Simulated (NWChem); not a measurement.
System: CH$_{4}$BClO$_{2}$; SMILES COB(Cl)O

Here is an NWChem input.

```
start job
memory heap 200 mb stack 900 mb global 1100 mb
geometry units angstroms noautoz
  B      0.214148     0.067842    -0.000465
  Cl    -0.319899     1.765890     0.002079
  O      1.535306    -0.232883    -0.000483
  H      2.095024     0.549092     0.000576
  O     -0.734503    -0.879616    -0.002455
  C     -0.432582    -2.255005    -0.003570
  H     -0.871395    -2.721767     0.891616
  H     -0.883567    -2.722408    -0.892278
  H      0.652010    -2.439362    -0.010672
end
basis spherical
  B library def2-svp
  Cl library def2-svp
  O library def2-svp
  H library def2-svp
  C library def2-svp
end
dft
  xc xpbe96 cpbe96
  iterations 150
  mulliken
end
task dft energy
```

The geometry was optimised at PBE0/def2-SVP.

Question: What results follow from this input? (PBE/def2-SVP.) Quantities: energy (Ha); highest occupied level (eV); orbital gap (eV); dipole (D).

Answer: 
| Property | Value |
|---|---|
| energy (Ha) | -675.40 |
| highest occupied level (eV) | -7.00 |
| orbital gap (eV) | 7.48 |
| dipole (D) | 1.93 |
